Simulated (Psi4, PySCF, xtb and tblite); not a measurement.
Conformational energy of C₅H₁₄OSi, SMILES CO[SiH2]CC(C)C. Scanned: dihedral O2–Si3–C4–C5; all other coordinates were relaxed at GFN2-xTB. Points at φ and −φ are mirror images. Heavy atoms are numbered in the order of the SMILES CO[SiH2]CC(C)C, hydrogens after them in the order of the atoms that carry them; the mirror image has the same energies with the sign of each dihedral reversed.

Levels: RHF/6-31G* = restricted Hartree-Fock/6-31G*, spherical d, density fitting // GFN2-xTB (PySCF 2.14.0); GFN2-xTB (xtb and tblite); PBE-D3(BJ)/def2-SVP // GFN2-xTB (Psi4).

Energies relative to the lowest point of each profile, in kJ/mol:

| φ / ° | RHF/6-31G* | GFN2-xTB |
|---|---|---|
| -140 | 4.01 | 1.48 |
| -100 | 2.96 | 3.99 |
| -80 | 0.65 | 4.39 |
| -60 | 0.19 | 3.75 |
| -20 | 2.73 | 5.33 |
| 0 | 5.62 | 7.96 |
| 40 | 0.00 | 3.14 |
| 80 | 0.65 | 4.39 |
| 100 | 2.96 | 3.99 |
| 140 | 4.01 | 1.48 |
| 160 | 2.42 | 0.00 |
| 180 | 3.19 | 0.95 |

### Question
Estimate the PBE-D3(BJ)/def2-SVP values at these points.

### Answer
-140: 5.87; -100: 3.99; -80: 0.24; -60: 0.97; -20: 2.21; 0: 4.72; 40: 0.00; 80: 0.24; 100: 3.99; 140: 5.87; 160: 4.63; 180: 5.95 (kJ/mol).
